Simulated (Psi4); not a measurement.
C4H7 (SMILES [CH-]1CCC1), charge -1, singlet, geometry from GFN2-xTB (a gas-phase anion, which may not be bound at this level). Base run: HF/3-21G in Psi4.

Input for Psi4:
```
memory 2 GB

molecule {
-1 1
  C     0.00517132    1.09925244   -0.34269289
  C    -0.00709196   -1.01871233   -0.00830742
  C    -1.07652487    0.07011928    0.08516265
  C     1.07848492    0.05524076    0.06995662
  H     0.01625217    1.98354431    0.36244730
  H    -0.01744288   -1.52642944   -0.97846478
  H    -0.00686701   -1.79084704    0.77907723
  H    -1.49140270    0.13217959    1.11834808
  H    -1.94429847   -0.05926635   -0.58796451
  H     1.50871792    0.11146630    1.09717884
  H     1.93480455   -0.08604828   -0.61533597
}

set basis 3-21g
set stability_analysis check
set scf_type pk

energy('scf')
print_variables()
```

The bond that is stretched is that between atoms 10 and 4. A test that says stable can miss a lower solution.

Each row names what was changed in the base input (with any setting that the change needs).

| change | ΔE vs base (mEh) | <S^2> | outcome |
|---|---|---|---|
| base | 0.000 | 0.000 | converged |
| stability_analysis = follow; reference = uhf | 0.000 | 0.000 | converged |
| bond × 1.25 | 27.374 | 0.000 | converged |
| stability_analysis = follow; reference = uhf; bond × 1.25 | 27.374 | 0.000 | converged |
| bond × 1.5 | 66.605 | 0.000 | converged |
| stability_analysis = follow; reference = uhf; bond × 1.5 | 66.605 | 0.000 | converged |
| bond × 1.8 | 106.8 | 0.000 | converged |
| stability_analysis = follow; reference = uhf; bond × 1.8 | 96.583 | 0.553 | converged |
| bond × 2.2 | 143.8 | 0.000 | converged |
| stability_analysis = follow; reference = uhf; bond × 2.2 | 111.2 | 0.858 | converged |
| bond × 3.0 | 183.4 | 0.000 | converged |
| stability_analysis = follow; reference = uhf; bond × 3.0 | - | - | not converged |

Psi4 reported an instability in these rows: stability_analysis = follow; reference = uhf; bond × 1.8; stability_analysis = follow; reference = uhf; bond × 2.2; stability_analysis = follow; reference = uhf; bond × 3.0 (restricted rows aren't judged here).

A gas-phase anion may not be bound at this level; its values then depend on the basis.

Where a bond breaks into two radicals, a solution with restricted orbitals usually stops being the lowest and lies too high; an unrestricted one lies lower at the price of spin contamination, which <S^2> shows.
